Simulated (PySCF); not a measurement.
SMILES OB([SiH2][SiH2][GeH3])O at its GFN2-xTB optimised geometry (Å):

```
15

O      0.1252    -1.5004     0.0000
B     -1.2293    -1.5004     0.0000
O     -1.8291    -2.7189    -0.0027
Si    -2.0271     0.3089     0.0000
Si    -0.2824     1.8381    -0.0308
Ge     1.8012     0.7744    -0.0317
H      0.5484    -2.3622    -0.0012
H     -2.7830    -2.7567    -0.0034
H     -2.9231     0.5266     1.1540
H     -2.9529     0.5139    -1.1328
H     -0.3110     2.7567     1.1175
H     -0.3277     2.7277    -1.2012
H      2.9529     1.7629    -0.0476
H      2.1595    -0.0659     1.1602
H      2.1444    -0.0880    -1.2121
```

Calculation: PBE/def2-TZVP in PySCF.

Map of the electrostatic potential (hartree/e), clipped to [-0.08, 0.12] on the plane z = 1.0 Å:

```
|1111111111111111111111111111111|
|1111111111111111111111111111111|
|1111111111111111111111111111111|
|1111111111111111111111111111111|
|1111111111112333211111111111111|
|1111111111123899421111100001111|
|1111111112237999832111100000011|
|1111111122249999953221110000011|
|1111111222359999964332211100001|
|1111112223479999986555321100001|
|1111122344579999997999742100001|
|1111245678889999999999963100001|
|1112499999999999989999984110001|
|1112699999999877679999994210011|
|1122699999999654459999994211111|
|2222499999999643335999994111111|
|2222347999998532112599993111111|
|2222334689998631001259952111111|
|2223334467999842100122321111111|
|2333334458999954311111111111111|
|3333444458999965432221111111111|
|3344455556999855544322221111111|
|3344566555666545565433222111111|
|3345567655433344666543222211111|
|3345566543211234555443222221111|
|3344555431000123444433222222111|
|3334444321000123344333222222211|
|3333333211000122333333222222211|
|3333333211001112223322222222221|
|2233322211111112222222222222221|
|2222222221111122222222222222221|
```
Scale: ten equal steps from -0.028 (start of '0') to 0.120 (end of '9'), in the order '0123456789'; x runs from -5.00 to 5.00, y from -5.00 (bottom) to 5.00 (top).
